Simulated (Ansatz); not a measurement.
Basis sets compared for the cluster In₅Sn₅⁻. Total charge -1; singlet. Geometry PBE-D4/def2-SVP. Ansatz on 4 threads of Arm Neoverse V1 on a shared host; times are rough, and most runs start from earlier orbitals.

```xyz
10

In    0.112   -1.344    3.513
In   -3.104    0.569   -1.549
In   -1.238    2.153    0.152
In   -0.769   -0.972    0.576
In   -1.678   -2.143   -1.957
Sn    2.312   -0.737    1.276
Sn   -0.111    0.651   -2.357
Sn    0.650    1.551    2.327
Sn    2.092    1.748   -0.422
Sn    1.734   -1.477   -1.560
```

In the def2 sets In, Sn take a core potential; there is no spin–orbit coupling. The structure comes from a short search, and lower isomers may exist.

```tsv
level	functions	energy (Eh)	HOMO (eV)	LUMO (eV)	wall time
PBE-D4/def2-SVP	260	-2022.7366	-1.11	-0.31	11 s
PBE0-D4/def2-SVP (with forces)	260	-2022.7348	-1.71	0.07	49 s
```

Task: Estimate the rows for PBE-D4/def2-SVPD, PBE0-D4/def2-SVPD.

Result: 
```json
{"level": "PBE-D4/def2-SVPD", "functions": "320", "energy (Eh)": "-2022.7403", "HOMO (eV)": "-1.15", "LUMO (eV)": "-0.35", "wall time": "18 s"}
{"level": "PBE0-D4/def2-SVPD", "functions": "320", "energy (Eh)": "-2022.7380", "HOMO (eV)": "-1.72", "LUMO (eV)": "0.06", "wall time": "56 s"}
```
